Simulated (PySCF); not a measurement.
Method used: core-valence-separated Tamm–Dancoff BHandHLYP/aug-pcX-1 (pcseg-1 on H, def2-SVPD on Si) in PySCF, non-relativistic, gas phase, PBE0-D3(BJ)/def2-SVP geometry. No empirical shift is added; at this level the pattern usually sits a few eV under experiment.

Main lines of an unknown, eV (oscillator strength): C K: 285.4 (0.010), 286.1 (0.025), 286.2 (0.026), 286.6 (0.030), 286.7 (0.009); O K: 532.0 (0.012), 533.4 (0.009), 533.7 (0.010), 533.9 (0.001), 534.1 (0.012). Listed: the first five lines at most of each edge with a tenth or more of its strongest line's intensity; roots within 0.03 eV on the same or equivalent atoms are summed. Only the lowest roots were sought, and the top ones are left out.

**Question.** Which candidate gives them?
A. `CCO[Si@@H]([SiH3])[SiH2][SiH3]`
B. `COC[Si@@H]([SiH3])[SiH2][SiH3]`

**Answer.** A. 

- `CCO[Si@@H]([SiH3])[SiH2][SiH3]`: C K: 285.4 (0.010), 286.1 (0.025), 286.2 (0.026), 286.6 (0.030), 286.7 (0.009); O K: 532.0 (0.012), 533.4 (0.009), 533.7 (0.010), 533.9 (0.001), 534.1 (0.012). First C line listed at 285.4 eV, hole on the methyl carbon; first O line listed at 532.0 eV, hole on the silyl ether oxygen.
- `COC[Si@@H]([SiH3])[SiH2][SiH3]`: C K: 286.1 (0.029), 286.6 (0.031), 286.9 (0.006), 287.0 (0.038), 287.1 (0.006); O K: 533.5 (0.012), 534.0 (0.006), 534.3 (0.020), 534.9 (0.003), 535.0 (0.004). First C line listed at 286.1 eV, hole on the sp3 carbon bound to oxygen; first O line listed at 533.5 eV, hole on the ether oxygen.

One conformer each; other structures than these candidates weren't tested.

Shape of the structure used: `[CH3:1][CH2:2][O:3][Si@@H:4]([SiH3:5])[SiH2:6][SiH3:7]`: C1–C2–O3–Si4 173°, C2–O3–Si4–Si5 61°, O3–Si4–Si6–Si7 20°.
